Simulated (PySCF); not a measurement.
**Electron correlation in Ni (nickel, neutral)**

[Ar] 3d8 4s2, high-spin 3F determinant. Calculation: PySCF 2.14, in x2c-SVPall; scalar relativity by spin-free X2C-1e. Frozen: [Ar]; 10 electrons correlated.

MP2 pair energies summed by pair of shells (mhartree):

```json
{"pair": "3d-3d", "energy": "-158.59", "share (%)": "81.5"}
{"pair": "4s-4s", "energy": "-20.25", "share (%)": "10.4"}
{"pair": "3d-4s", "energy": "-15.85", "share (%)": "8.1"}
```

Total MP2 correlation energy: -194.70 mhartree.

Same-spin part -68.47 and opposite-spin part -126.22 mhartree; SCS-MP2 scales them by 1/3 and 6/5 to -174.29 mhartree.
